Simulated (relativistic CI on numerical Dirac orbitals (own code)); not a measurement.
Crystal-field levels of Ta3+, 5d2

Calculated by Dirac-Coulomb-Breit CI, KLI orbitals optimised for each configuration, a model potential for QED, valence Slater integrals scaled by 0.9, one configuration in a parametric crystal field (own radial code). With so little scaling, terms lie 10 to 35 % too far apart, which can change the order of excited levels.

Field parameters in Wybourne normalisation: Oh B⁴₀ = 21Dq, B⁴₄ = √(5/14) B⁴₀. The field is a parameter set, without covalency.

S and J are read from ⟨S²⟩ = S(S + 1) and ⟨J²⟩ = J(J + 1) of each level; they are not fictitious spins.

Oh, 10Dq = 7000 cm⁻¹, the lowest 16 levels:

```
E (cm⁻¹)  Degeneracy  Irrep     S     J
     0.0           2      E  0.98  2.23
     607           3     T2  0.97  2.46
    3802           3     T1  1.00  3.29
    5524           1     A1  0.99  3.80
    7491           3     T2  0.92  3.00
    8210           1     A2  1.00  3.00
   10108           3     T1  0.99  3.66
   10566           2      E  0.98  3.83
   12484           2      E  0.27  2.75
   13076           3     T2  0.38  2.52
   15665           1     A1  0.97  1.02
   16261           3     T2  0.87  3.65
   17306           3     T1  1.00  1.29
   19465           3     T2  0.85  2.85
   19784           2      E  0.88  2.49
   21844           1     A1  0.08  3.73
```

Oh, 10Dq = 12600 cm⁻¹, the lowest 16 levels:

```csv
E (cm⁻¹),Degeneracy,Irrep,S,J
0.0,2,E,0.98,2.40
414,3,T2,0.98,2.59
3425,3,T1,1.00,3.35
4756,1,A1,0.99,3.71
10361,3,T2,0.54,3.04
12106,2,E,0.14,3.01
12918,1,A2,1.00,3.00
14547,3,T1,0.99,3.52
14782,3,T2,0.74,2.85
14862,2,E,0.99,3.67
19782,1,A1,0.86,1.74
21792,3,T1,0.99,1.47
22567,3,T2,0.70,2.91
23727,1,A1,0.31,3.15
23846,2,E,0.96,2.33
25116,3,T2,0.76,2.83
```

Oh, 10Dq = 18250 cm⁻¹, the lowest 10 levels:

| E (cm⁻¹) | Degeneracy | Irrep | S | J |
| --- | --- | --- | --- | --- |
| 0.0 | 2 | E | 0.98 | 2.50 |
| 291 | 3 | T2 | 0.98 | 2.64 |
| 3163 | 3 | T1 | 1.00 | 3.36 |
| 4316 | 1 | A1 | 0.99 | 3.66 |
| 11098 | 3 | T2 | 0.20 | 3.08 |
| 11813 | 2 | E | 0.09 | 3.10 |
| 18068 | 1 | A2 | 1.00 | 3.00 |
| 18997 | 3 | T2 | 0.94 | 2.97 |
| 19593 | 3 | T1 | 0.99 | 3.46 |
| 19802 | 2 | E | 0.99 | 3.57 |

The free-ion ground term has S = 1. Every field shown keeps that spin.

Levels of this model without a field, named by their leading LS term: ³F2 0, ³F3 3733, ³F4 7390, ³P0 11809, ¹D2 11936, ³P1 13594, ³P2 17716, ¹G4 18294 cm⁻¹.
